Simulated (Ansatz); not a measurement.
Reaction (ligand exchange at the In–O bond): `[OH][InH][Br]` + HBr → `[Br][InH][Br]` + H₂O

Gas-phase electronic energies from Ansatz, PBE0-D4/def2-TZVP geometries. CCSD(T)/CBS adds triple-zeta CCSD(T) − MP2 to the extrapolated MP2 energy (def2 sets, frozen cores). This one scheme is used for every species. Functionals use def2-TZVPP. B3LYP here is the variant with VWN-RPA as its local correlation; programs differ in this. Elements past krypton have def2 core potentials. For Br, In outer-core shells are correlated without core-valence functions, which leaves a few kJ/mol of doubt a bond. Scalar relativity is left out up to krypton. Each species was taken in one conformer, which may not be the lowest.

Is it downhill or uphill in electronic energy at CCSD(T)/CBS, and by how much? (Estimate.)

The calculation gave: Downhill: ΔE = -1.13 eV.

What do these levels give: PBE-D4, r2SCAN-D4, B3LYP-D4, r2SCAN0-D4, PBE-QIDH, revPBE, B3LYP, CAM-B3LYP, CCSD/def2-SVP, CCSD(T)/def2-SVP, SCS-MP2/def2-QZVPP, HF/CBS(def2)? (Estimate.)

Computed: PBE-D4 -1.07, r2SCAN-D4 -1.10, B3LYP-D4 -1.11, r2SCAN0-D4 -1.20, PBE-QIDH -1.19, revPBE -1.05, B3LYP -1.09, CAM-B3LYP -1.06, CCSD/def2-SVP -1.11, CCSD(T)/def2-SVP -1.08, SCS-MP2/def2-QZVPP -1.10, HF/CBS(def2) -1.29 eV.

Largest T1 diagnostic among the species: 0.014.

From r2SCAN to r2SCAN0 (25 % exact exchange), in def2-TZVPP and without D4, ΔE moves by −0.10 eV. At CCSD(T), def2-SVP lies +0.05 eV from the extrapolated value and def2-TZVPP +0.04 eV. Leaving LDA and LC-ωPBE aside and taking each functional with its dispersion term where it has one, the values, not all of them listed here, spread over 0.22 eV, from BHLYP-D4 to BLYP-D4.
